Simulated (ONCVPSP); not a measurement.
# Transferability test, ONCV potential for fluorine (F)

F (Z = 9), optimised norm-conserving Vanderbilt (ONCV), made with ONCVPSP 4.0.1 (LDA (Perdew-Wang 92), scalar-relativistic). Core [He], reference 2s2 2p4 (charge +1). Waves: 2s: rc 0.55 bohr, ncon 4, nbas 8, qcut 11 1/bohr, 1 projector; 2p: rc 1.45 bohr, ncon 5, nbas 9, qcut 8.8 1/bohr, 2 projectors, debl 3.9 Ha. Local part: polynomial inside 0.45 bohr (lpopt 5, dvloc0 4 Ha). Core correction: Teter function, fcfact 3, rcfact 1.5.

Energies are relative to the spin-unpolarised reference configuration 2s2 2p4; without spin polarisation the order of configurations can differ from experiment.

Problem. Give the all-electron excitation energy and the error of the potential for: 2s2 2p5; 2s2 2p3; 2s2 2p2; 2s2 2p4.5.

Solution.

```csv
valence configuration,charge,ΔE all-electron (eV),error AE − PS (meV)
2s2 2p5,0,-19.558,+39
2s2 2p3,+2,38.518,+113
2s2 2p2,+3,99.258,+691
2s2 2p4.5,+0.5,-11.927,+14
```
